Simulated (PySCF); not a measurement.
SMILES CS[SiH2]C[Si](C)(C)C (C5H16SSi2), GFN2-xTB optimised geometry.

```
24

C      1.63    -3.19    -0.01
S      1.33    -1.39     0.00
Si    -0.82    -1.39     0.00
C     -1.38     0.40     0.00
Si    -1.28     1.34    -1.67
C      0.46     1.21    -2.41
C     -1.72     3.17    -1.35
C     -2.56     0.58    -2.87
H      2.70    -3.33     0.00
H      1.18    -3.64     0.87
H      1.20    -3.62    -0.92
H     -1.24    -2.16    -1.18
H     -1.23    -2.13     1.20
H     -2.41     0.42     0.35
H     -0.80     0.95     0.74
H      1.22     1.49    -1.69
H      0.68     0.19    -2.72
H      0.58     1.85    -3.28
H     -2.70     3.27    -0.90
H     -1.73     3.74    -2.28
H     -1.00     3.64    -0.69
H     -3.57     0.64    -2.46
H     -2.35    -0.46    -3.07
H     -2.57     1.10    -3.82
```

Density from PBE0/def2-SVP (PySCF) at that geometry.

Minimum of the electron density along straight lines between bonded atoms, close to the bond critical point (lines longer than 1.1 times the sum of covalent radii, or with two minima, are not listed):

```csv
bond,length / Å,ρ at the minimum / e bohr⁻³,∇²ρ there / e bohr⁻⁵,position (fraction from the first atom)
C1–S2,1.818,0.177,-0.31,0.46
S2–Si3,2.149,0.093,0.17,0.65
Si3–C4,1.885,0.113,0.31,0.38
C4–Si5,1.919,0.105,0.30,0.62
Si5–C6,1.903,0.111,0.32,0.38
Si5–C7,1.909,0.109,0.31,0.38
Si5–C8,1.908,0.110,0.31,0.38
C1–H9,1.085,0.280,-1.06,0.64
C1–H10,1.086,0.280,-1.06,0.64
C1–H11,1.086,0.280,-1.06,0.64
Si3–H12,1.465,0.117,0.32,0.49
Si3–H13,1.467,0.117,0.31,0.49
C4–H14,1.089,0.267,-0.92,0.62
C6–H16,1.086,0.272,-0.97,0.62
C6–H17,1.085,0.272,-0.98,0.63
C6–H18,1.086,0.271,-0.96,0.62
C7–H19,1.086,0.271,-0.96,0.62
C7–H20,1.086,0.271,-0.96,0.62
C7–H21,1.086,0.271,-0.96,0.62
C8–H22,1.086,0.271,-0.96,0.62
C8–H23,1.085,0.272,-0.97,0.62
C8–H24,1.086,0.271,-0.96,0.62
```
